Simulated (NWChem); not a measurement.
System meant: C₂H₃FSi; SMILES C#C[SiH2]F

NWChem input:

```
start job
memory heap 200 mb stack 900 mb global 1100 mb
geometry units angstroms noautoz
  Si    -0.484862     0.624109    -0.000411
  F      0.842607     1.557515     0.000607
  C      0.018154    -1.132022    -0.001282
  C      0.335231    -2.306711    -0.001820
  H     -1.260826     0.925596    -1.230476
  H     -1.261684     0.924333     1.229412
  H      0.617761    -3.345207    -0.002158
end
basis spherical
  * library def2-svp
end
dft
  xc b3lyp
  iterations 4
  mulliken
end
task dft energy
```

End of the output:

```
    Atom       Charge   Shell Charges
 -----------   ------   -------------------------------------------------------
    1 Si  14    13.41   2.00  1.93  0.63  0.32  5.81  1.24  0.96  0.52
    2 F    9     9.21   1.98  1.02  0.77  3.22  2.22  0.01
    3 C    6     6.24   1.97  0.67  0.37  1.87  1.31  0.04
    4 C    6     5.98   1.97  0.64  0.36  1.77  1.20  0.05
    5 H    1     1.10   0.65  0.42  0.02
    6 H    1     1.10   0.65  0.42  0.02
    7 H    1     0.96   0.60  0.28  0.07

 center of mass
 --------------
 x =   0.06997742 y =   0.07934240 z =   0.00000000

 moments of inertia (a.u.)
 ------------------
         543.007761685939           0.000000012481           0.000000000000
           0.000000012481          98.960302171780           0.000000000000
           0.000000000000           0.000000000000         620.190282578584

     Multipole analysis of the density
     ---------------------------------

     L   x y z        total         alpha         beta         nuclear
     -   - - -        -----         -----         ----         -------
     0   0 0 0     -0.000000    -19.000000    -19.000000     38.000000

     1   1 0 0     -0.321347     -0.160673     -0.160673     -0.000000
     1   0 1 0     -0.664954     -0.332477     -0.332477      0.000000
     1   0 0 1      0.000000      0.000000      0.000000      0.000000

     2   2 0 0    -22.974161    -36.435406    -36.435406     49.896650
     2   1 1 0     -2.590770      3.679188      3.679188     -9.949146
     2   1 0 1     -0.000000     -0.000000     -0.000000      0.000000
     2   0 2 0    -18.641563   -151.650125   -151.650125    284.658687
     2   0 1 1     -0.000000     -0.000000     -0.000000      0.000000
     2   0 0 2    -23.052062    -16.928204    -16.928204     10.804347

 ------------------------------------------------------------------------
 dft energy failed                                                                                  0
 ------------------------------------------------------------------------
 ------------------------------------------------------------------------
  current input line :
    20: task dft energy
 ------------------------------------------------------------------------
 ------------------------------------------------------------------------
 This type of error is most commonly associated with calculations not reaching convergence criteria
 ------------------------------------------------------------------------
 For more information see the NWChem manual at https://nwchemgit.github.io

0:dft energy failed:Received an Error in Communication
```

Task: Find the fault in this run and fix the input.

Result: The run did not converge; its last values are not results. Cause: the SCF was allowed too few iterations. This input runs:
```
start job
memory heap 200 mb stack 900 mb global 1100 mb
geometry units angstroms noautoz
  Si    -0.484862     0.624109    -0.000411
  F      0.842607     1.557515     0.000607
  C      0.018154    -1.132022    -0.001282
  C      0.335231    -2.306711    -0.001820
  H     -1.260826     0.925596    -1.230476
  H     -1.261684     0.924333     1.229412
  H      0.617761    -3.345207    -0.002158
end
basis spherical
  Si library def2-svp
  F library def2-svp
  C library def2-svp
  H library def2-svp
end
dft
  xc b3lyp
  iterations 150
  mulliken
end
task dft energy
```
It converges to -467.13338 Ha (B3LYP/def2-SVP).
